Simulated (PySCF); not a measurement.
# Adding and removing an electron: SiAs

PBE0; PySCF, scalar-relativistic core potentials, basis sets Si cc-pV(D+d)Z, As cc-pVDZ-PP with ECP10. Neutral (UKS): doublet (π ↑), Re = 2.179 Å, ωe = 507 cm⁻¹, De = 3.20 eV, HOMO -6.46 eV, LUMO -4.47 eV.

SiAs⁺ (UKS): triplet (π ↑↑), Re = 2.329 Å, ωe = 406 cm⁻¹, De = 2.96 eV to Si⁺ + As. The energies at the minima are -621.73627 hartree for SiAs and -621.42552 for SiAs⁺.

Question: Work out the adiabatic ionisation energy, without and with harmonic zero-point energies (1 hartree = 27.2114 eV, 1 eV = 8065.5 cm⁻¹), and the change of the bond length.

Answer: At PBE0: 0.31075 hartree = 8.456 eV between the minima; the zero-point term (406.0 − 507.0)/2 cm⁻¹ = -0.006 eV makes it 8.450 eV. Re changes by +15.0 pm against the neutral. The electron leaves a π orbital, and the longer bond of the ion fits a bonding orbital, or a change in how ionic the bond is.

Spin–orbit coupling is left out. For an ion De counts to the pair picked by the measured ionisation energies or electron affinities, which need not be the lowest pair at this level. States were picked by a PBE0 search and need not be the measured ground states.
